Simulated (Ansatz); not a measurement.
The cluster Cu₂H₂⁺: single points at one geometry.

```yaml
crystal:
  periodic: [false, false, false]
  atoms:
    - {symbol: Cu, position_ang: [-0.864366, -0.252829, 0.712096]}
    - {symbol: Cu, position_ang: [0.864190, 0.252958, -0.711501]}
    - {symbol: H, position_ang: [0.089315, 1.085676, 0.492277]}
    - {symbol: H, position_ang: [-0.089139, -1.085805, -0.492862]}
basis:
  gaussian: {orbitals: def2-TZVP, initial_orbitals: start.molden}
total_charge: 1
magnetization: {spin_polarized: true, initial_magnetization: 1}
hamiltonian: {xc: pbe}
correlation: {method: rpa, frozen_orbitals: {Cu: 9, H: 0}}
scf: {omitted_lower_state_checks: [starts]}
```

The file start.molden holds the orbitals of an earlier run on this structure, at another level or in another basis.

```sh
$ ansatz run in.yaml --threads 2 --pin off --events-out ev --progress --plain --max-ram 4352MiB
```

Shortened log:

```
Functional definition: PBE
1042 factors; integrals over basis functions are off by at most 8.5e-4 eV
mean field evaluation 1: about -89292.6554 eV, gradient 7.3e0 eV
mean field evaluation 2: about -89292.8251 eV, gradient 2.4e-1 eV
mean field evaluation 4: about -89292.8237 eV, gradient 9.7e-4 eV
mean field -89292.82372619 eV, -3281.4507470877 hartree, gradient 7.6e-7 eV, S^2 0.752539; 0 other end points of the search recorded, 0 dependent functions left out
18 core orbitals not correlated: weight in the atoms' cores, before any rotation towards them, 1.000 or more for the frozen orbitals, at most 0.000 for the correlated occupied ones
reference -89216.57668569 eV, -3278.6487200315 hartree; 12, 11 occupied and 72, 73 virtual orbitals, 1042 factors
Total energy: -89246.20943768 eV, -3279.7377035813 hartree
Checks for a lower state left out: starts
```

Run time 2.6 s (2 threads of Arm Neoverse V2 on a shared host).

The first input with `gaussian: {orbitals: 6-31G}`, `hamiltonian: {xc: {name: B3LYP}, dispersion: d4}`, `output: {orbitals: {seedname: orbitals}}` and without the key `correlation` (abridged; 1.8 s):

```
Functional definition: B3LYP
mean field evaluation 16: about -89290.9501 eV, gradient 3.6e-4 eV
mean field -89290.95012428 eV, -3281.3818934877 hartree, gradient 6.3e-5 eV, S^2 0.752151
Total energy: -89291.04182643 eV, -3281.3852634793 hartree
Checks for a lower state left out: starts
```

First input, but with `gaussian: {orbitals: def2-SVP, initial_orbitals: start.molden}`, `hamiltonian: {xc: pbe0, dispersion: d4}`, `output: {orbitals: {seedname: orbitals}}` and without the key `correlation` (abridged; 2 s):

```
Functional definition: PBE0
mean field -89279.62995837 eV, -3280.9658850634 hartree, gradient 2.3e-5 eV, S^2 0.755302
Total energy: -89279.67551498 eV, -3280.9675592378 hartree
Checks for a lower state left out: starts
```

The first input with `hamiltonian: {xc: r2scan, dispersion: d4}`, `output: {forces: true, orbitals: {seedname: orbitals}}` and without the key `correlation` (abridged; 5.5 s):

```
Functional definition: r2SCAN
mean field -89305.44888785 eV, -3281.9147132210 hartree, gradient 1.5e-5 eV, S^2 0.755052
Total energy: -89305.45940330 eV, -3281.9150996566 hartree
Atom 0 force    -0.004604    -0.000856     0.003797 eV/Å
Atom 1 force     0.006824    -0.001785    -0.007896 eV/Å
Atom 2 force    -0.002485     0.005286     0.005515 eV/Å
Atom 3 force     0.000265    -0.002646    -0.001415 eV/Å
Dipole moment:    -0.000068    -0.000042     0.000163 e Å
Checks for a lower state left out: starts
```

The first input with `gaussian: {orbitals: def2-SVP, initial_orbitals: start.molden}`, `hamiltonian: {xc: pbe, dispersion: d4}`, `output: {orbitals: {seedname: orbitals}}` and without the key `correlation` (abridged; 1.8 s):

```
Functional definition: PBE
mean field -89279.32844642 eV, -3280.9548047037 hartree, gradient 9.3e-6 eV, S^2 0.752199
Total energy: -89279.38337211 eV, -3280.9568231854 hartree
Checks for a lower state left out: starts
```

First input, but with `gaussian: {orbitals: 6-31G}`, `hamiltonian: {xc: hf}`, `output: {orbitals: {seedname: orbitals}}` and without the key `correlation` (abridged; 0.8 s):

```
Functional definition: HF
mean field evaluation 16: about -89202.1042 eV, gradient 1.8e-3 eV
mean field -89203.08610680 eV, -3278.1529504014 hartree, gradient 1.5e-5 eV, S^2 0.754460
Total energy: -89203.08610680 eV, -3278.1529504014 hartree
Checks for a lower state left out: starts
```

The first input with `hamiltonian: {xc: pbe0, dispersion: d4}`, `output: {orbitals: {seedname: orbitals}}` and without the key `correlation`, `scf` (abridged; 3.7 s):

```
Functional definition: PBE0
mean field evaluation 16: about -89292.6574 eV, gradient 4.1e-1 eV
mean field -89292.65850851 eV, -3281.4446754499 hartree, gradient 1.3e-5 eV, S^2 0.755878; 1 other end points of the search recorded, 0 dependent functions left out
Total energy: -89292.70401399 eV, -3281.4463477454 hartree
```

Geometry: r2SCAN-D4/def2-TZVP.

The 6-31G sets use Cartesian d functions. B3LYP takes the VWN-RPA correlation. Correlated methods freeze 18 core orbitals. The structure comes from a short search, and lower isomers may exist.
